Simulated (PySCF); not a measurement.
C5H14Si.
Geometry (GFN2-xTB, Å), atoms numbered from 1 in this order:
```xyz
20
C5H14Si angstrom
C     -1.651   -1.236    0.129
C     -1.182    0.173   -0.227
C     -2.078    1.207    0.455
C      0.281    0.405    0.174
C      1.277   -0.469   -0.583
Si     3.084   -0.036   -0.183
H     -1.519   -1.422    1.194
H     -2.706   -1.354   -0.111
H     -1.093   -1.987   -0.424
H     -1.266    0.304   -1.312
H     -2.023    1.100    1.537
H     -3.114    1.077    0.150
H     -1.768    2.217    0.195
H      0.522    1.456   -0.010
H      0.387    0.230    1.248
H      1.101   -0.362   -1.655
H      1.096   -1.518   -0.344
H      3.976   -0.926   -0.929
H      3.349    1.354   -0.559
H      3.321   -0.200    1.254
```

The closed-shell SCF was solved with PySCF and density fitting under several settings on one GFN2-xTB geometry (grid level 2 and gas phase unless stated).

```tsv
settings	basis functions	SCF cycles	E (Eh)	HOMO (eV)	LUMO (eV)	dipole (D)
PBE0/pcSseg-1	179	12	-488.0421	-8.26	0.94	0.72
PBE0/def2-SVPD	236	12	-487.8596	-8.22	0.50	0.76
wB97X-D/IGLO-II, IEF-PCM methanol	229	12	-488.4266	-9.90	2.89	0.88
X3LYP/6-311+G(2d,p), IEF-PCM water	254	12	-488.3943	-7.86	0.03	0.94
CAM-B3LYP/6-311+G(2d,p), fitting basis def2-qzvpp-jkfit, damping 0.3 at the start, DIIS from the seventh cycle	254	11	-488.4020	-9.56	0.67	0.72
PBE0/def2-SVPD, IEF-PCM cyclohexane, fitting basis def2-qzvpp-jkfit	236	9	-487.8602	-8.14	0.58	0.84
```

Problem. Estimate the rows for these settings: (1) wB97X-D/def2-SVPD; (2) mPW1PW91/ANO-RCC-VDZP.

Solution. 
| settings | basis functions | SCF cycles | E (Eh) | HOMO (eV) | LUMO (eV) | dipole (D) |
| --- | --- | --- | --- | --- | --- | --- |
| wB97X-D/def2-SVPD | 236 | 12 | -488.1665 | -10.07 | 2.12 | 0.73 |
| mPW1PW91/ANO-RCC-VDZP | 158 | 12 | -488.3622 | -8.18 | 0.32 | 0.79 |

Problem. Over all rows, what range does the HOMO–LUMO gap span?

Solution. From 7.89 eV (X3LYP/6-311+G(2d,p), IEF-PCM water) to 12.79 eV (wB97X-D/IGLO-II, IEF-PCM methanol). The functional of the narrowest has 22 % exact exchange, that of the widest range-separated exact exchange.

Problem. Compare two rows with the functional PBE0: PBE0/pcSseg-1 and PBE0/def2-SVPD. Which energy is lower, and by how much?

Solution. PBE0/pcSseg-1 (179 functions) lies 0.1825 Eh or 115 kcal/mol below PBE0/def2-SVPD (236 functions). The smaller set gives the lower energy; the two sets aren't nested, so the variational bound doesn't order them by size.

wB97X-D ran without the empirical dispersion term, which would shift the total energy alone. Cycle counts include a coarse-grid stage where the run had one. All basis functions are spherical, in the Pople sets too. ANO-RCC sets were contracted for a scalar-relativistic Hamiltonian, but ran non-relativistically here. Geometry: GFN2-xTB, one conformer.
